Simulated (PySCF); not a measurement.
## Frontier orbitals and the lowest excitations

Species: BI3.
Geometry (PBE0-D3(BJ)/def2-SVP, Å), atoms numbered from 1 in this order:
```
atom  x, y, z in Å
B1     0.0217   -0.0227   -0.0079
I2     2.1396   -0.0105    0.0099
I3    -1.0488    1.8044   -0.0304
I4    -1.0292   -1.8616   -0.0021
```

Computed with TDDFT CAM-B3LYP/def2-SVPD, vertical, gas phase, core orbitals frozen in the response, def2 core potentials past Kr in PySCF 2.14.0, density-fitted response routines. Spin–orbit coupling is left out.

Frontier orbitals with the atoms that hold most of them (Löwdin shares over 4%, at most four atoms; ? is withheld):

| orbital | ε (eV) | atoms |
| --- | --- | --- |
| LUMO+2 | 0.74 | I4 52%, I3 34%, B1 7%, I2 6% |
| LUMO+1 | -0.17 | I2 27%, I4 27%, I3 27%, B1 19% |
| LUMO | -1.52 | ? |
| HOMO | ? | I3 34%, I4 33%, I2 33% |
| HOMO-1 | -9.21 | I4 44%, I3 43%, B1 13% |
| HOMO-2 | -9.22 | I2 58%, I3 15%, I4 14%, B1 13% |
| HOMO-3 | -9.36 | I2 46%, I4 23%, I3 18%, B1 13% |

Problem. Give the leading atoms of the LUMO.

Solution. B1 (bonded to 3 I) 50%; I3 (bonded to B) 17%; I2 (bonded to B) 17%; I4 (bonded to B) 17%. By element: iodine 50%, boron 50%.

Problem. What is the HOMO energy, and the HOMO–LUMO gap?

Solution. ε(HOMO) = -8.60 eV; the gap is 7.08 eV (0.2603 hartree).

Within 0.005 eV of a neighbour in this list lie HOMO-2/HOMO-1 (point group found: D3h); within a degenerate set the shares of single atoms can hang on how the components are chosen.

Problem. How does S1 compare with the orbital gap of 7.08 eV?

Solution. S1 is at 3.76 eV (f = 0.0000), 3.33 eV below the gap, made of HOMO→LUMO (99%). Without the coupling terms of the response equations the lowest excitation would equal the gap.

Problem. One configuration dominates each of S1 and S6. Which, and how do the shares of the two leading atoms of either orbital change from the occupied to the empty one?

Solution. 
- S1 (3.76 eV, f 0.0000), HOMO→LUMO (99%): I3 34% → 17%, I4 33% → 17%, B1 at most 1% → 50%
- S6 (5.33 eV, f 0.0000), HOMO→LUMO+1 (88%): I3 34% → 27%, I4 33% → 27%, I2 33% → 27%

Orbitals of the list HOMO-3 to LUMO+2 that lie within 0.01 eV of each other are written together with a slash and their weights summed (≥ marks a lower bound); for degenerate orbitals outside that list single weights are arbitrary.
